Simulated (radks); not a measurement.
The numbers below are computed, except where a source is named.
Task: These are the eigenvalues of the occupied orbitals of an atom or ion with whole-number occupations (eV). Code: a radial shooting solver on a logarithmic mesh with Libxc functionals. Model: Dirac Kohn-Sham, PBEsol, spin-unpolarised, spherical densities, finite nucleus; Fermi nuclear charge, rms radius of each element as measured or else 0.836 A^(1/3) + 0.57 fm.

1s1/2: -19838.70
2s1/2: -2835.294
2p1/2: -2611.922
2p3/2: -2505.477
3s1/2: -514.5224
3p1/2: -429.5551
3p3/2: -412.0079
3d3/2: -261.7132
3d5/2: -258.3872
4s1/2: -101.5460
4p1/2: -76.8479
4p3/2: -74.1850
4d3/2: -37.2691
5p1/2: -22.9368

Which element is it, and in what charge state? The configuration may be excited. Open shells, if any, fill j = l - 1/2 first.

Result: Z = 42, molybdenum, charge +3: Mo3+ in [Kr] 4d2 5p1. The list shows which subshells hold electrons but not how many an open one holds; the 1s level, -729.06 hartree, gives Z - s = 38.2 by -(Z - s)^2/2, which with screening and relativity narrows Z to a few neighbours, and the depths of the outer levels then fix element, charge and occupations together.
